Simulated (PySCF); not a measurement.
PbCl, SMILES [Cl][Pb+] (connectivity only; charge and spin as stated), charge +1, multiplicity 1.

The structure is a stationary point at PBE0-D3(BJ)/def2-TZVP. The multiplicity is an assumed one; other spin states were not compared. The def2 effective core potentials stand for the cores of Pb; spin–orbit coupling is left out.

Method: TDA-LC-ωPBE/def2-TZVPD (PySCF).

Vertical excitations; the highest root listed may be one member of a degenerate set. Isolated molecule, no solvent. State labels are in the subgroup C2v.

Computed lowest excited states:
```
state  symmetry  energy (eV)  λ (nm)      f                                              main pairs
-----  --------  -----------  ------  -----  ------------------------------------------------------
S1           B2         4.97     249  0.028                            HOMO→LUMO+1 (degenerate set)
S2           B1         4.97     249  0.028                              HOMO→LUMO (degenerate set)
S3           A2         5.12     242  0.000                    HOMO−1→LUMO 49 %, HOMO−2→LUMO+1 49 %
S4           A2         5.20     238  0.000             HOMO−2→LUMO+1, HOMO−1→LUMO (degenerate set)
S5           A1         5.20     238  0.000             HOMO−1→LUMO+1, HOMO−2→LUMO (degenerate set)
S6           A1         6.07     204  0.034  HOMO−2→LUMO 40 %, HOMO−1→LUMO+1 40 %, HOMO→LUMO+2 17 %
S7           B2         7.62     163  0.012                          HOMO−1→LUMO+2 (degenerate set)
S8           B1         7.62     163  0.012                          HOMO−2→LUMO+2 (degenerate set)
S9           A1         9.51     130  1.860                                        HOMO→LUMO+2 73 %
S10          B2        10.19     122  0.089                                      HOMO−1→LUMO+3 82 %
T1           B2         4.23     293      0                            HOMO→LUMO+1 (degenerate set)
T2           B1         4.23     293      0                              HOMO→LUMO (degenerate set)
T3           A1         4.71     263      0                    HOMO−1→LUMO+1 48 %, HOMO−2→LUMO 48 %
T4           A2         4.89     253      0                    HOMO−1→LUMO 49 %, HOMO−2→LUMO+1 49 %
```
Triplets are in the Tamm–Dancoff approximation.
